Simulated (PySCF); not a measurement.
An equivalent PySCF input for C (carbon, neutral), [He] 2s2 2p2, high-spin 3P determinant, with the spin-free X2C one-electron Hamiltonian (Gaussian nucleus):

```python
from pyscf import gto, scf, dft, mp, cc
import basis_set_exchange as bse
mol = gto.M(atom="C 0 0 0", charge=0, spin=2, symmetry="D2h",
            basis=gto.basis.parse(bse.get_basis("x2c-TZVPall", elements=["C"], fmt="nwchem", header=False)),
            nucmod="G")
mf = dft.UKS(mol, xc="B88,P86").sfx2c1e()
mf.irrep_nelec = {'Ag': (2, 2), 'B1u': (1, 0), 'B2u': (1, 0)}
mf.kernel()
```

It reaches the same state as the run whose output follows, with an energy that differs only through the grid. The run itself started from symmetry-adapted Hartree-Fock orbitals and held the occupation by maximum overlap, on a logarithmic radial grid, so the iterations belong to that start.

```
SCF conv_tol = 1e-09
number electrons alpha = 4  beta = 2
XC functionals = B88,P86
    A. D. Becke.,  Phys. Rev. A 38, 3098 (1988)
    J. P. Perdew.,  Phys. Rev. B 33, 8822 (1986)
cycle= 1 E= -37.8619771326168  delta_E= -0.00383  |g|= 0.00703  |ddm|= 0.0993
cycle= 2 E= -37.8620061069689  delta_E= -2.9e-05  |g|= 0.00212  |ddm|= 0.00779
cycle= 3 E= -37.8620074640102  delta_E= -1.36e-06  |g|= 0.00119  |ddm|= 0.0035
cycle= 4 E= -37.8620089586028  delta_E= -1.49e-06  |g|= 1.28e-05  |ddm|= 0.00128
cycle= 5 E= -37.8620089587112  delta_E= -1.08e-10  |g|= 4.89e-07  |ddm|= 1.67e-05
converged SCF energy = -37.8620089587112  <S^2> = 2.0028485  2S+1 = 3.0018984
```
